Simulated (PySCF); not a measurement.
C2H8AlNS, SMILES [AlH]([SH])[N](C)C. The structure is a stationary point at ωB97X-D3(BJ)/def2-SVP. The structure was generated by enumeration; whether it is a known compound was not checked. The values are those of a single conformer.

Computed equilibrium geometry at ωB97X-D3(BJ)/def2-SVP (PySCF confirms it by a frequency run) as Cartesian coordinates in Å, and its point group (one conformer of several):
point group Cs.
```xyz
13

Al    -0.8558    -0.3508     0.0000
H     -2.4341    -0.3646     0.0000
N      0.0498     1.1763     0.0000
C      1.4977     1.2567     0.0000
C     -0.5915     2.4766     0.0000
H      1.8778     1.7926     0.8920
H      1.8778     1.7926    -0.8920
H      1.9478     0.2510     0.0000
H     -0.3123     3.0724    -0.8915
H     -0.3123     3.0724     0.8915
H     -1.6889     2.3725     0.0000
S      0.3216    -2.1918     0.0000
H     -0.7608    -2.9946     0.0000
```
Charge 0, spin multiplicity 1.
